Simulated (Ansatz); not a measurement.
Molecule: pyrimidine, C$_{4}$H$_{4}$N$_{2}$ (charge 0, singlet). SMILES: c1ncccn1
Geometry: optimised at B3LYP-D3(BJ)/def2-TZVP (Ansatz, an electronic-structure program).

Property: atomisation energy (electronic, to ground-state atoms), in kcal/mol. Valence correlation only, unless marked. UHF or UKS for open shells. Spin-orbit coupling is left out. No relativistic terms. The coupled-cluster limit lacks core correlation, which all-electron functionals hold. CBS marks a two-point X^-3 extrapolation of the correlation energy; Hartree-Fock from the larger set (for Q and 5 zeta extrapolated as (X+1)exp(-9√X)).

| level | program | atomisation energy (kcal/mol) |
|---|---|---|
| HF/aug-cc-pVTZ | Ansatz | 761.8 |
| HF/cc-pV5Z | Ansatz | 764.0 |
| SVWN5/def2-TZVPD | Ansatz | 1308.8 |
| LC-wPBE-D4/def2-TZVPD | Ansatz + dftd4 | 1122.2 |
| B2GP-PLYP-D3(BJ)/def2-TZVPD | Ansatz + dftd3 | 1103.7 |
| MP2/CBS(aug-cc-pVTZ,aug-cc-pVQZ) | Ansatz | 1143.6 |
| RI-MP2/aug-cc-pVQZ | Ansatz | 1132.4 |

### Question
Estimate the value at CCSD(T)/CBS(cc-pVQZ,cc-pV5Z) as computed with Ansatz.

### Answer
1106.1 kcal/mol, so RI-MP2/aug-cc-pVQZ differs from it by 26.3 kcal/mol.
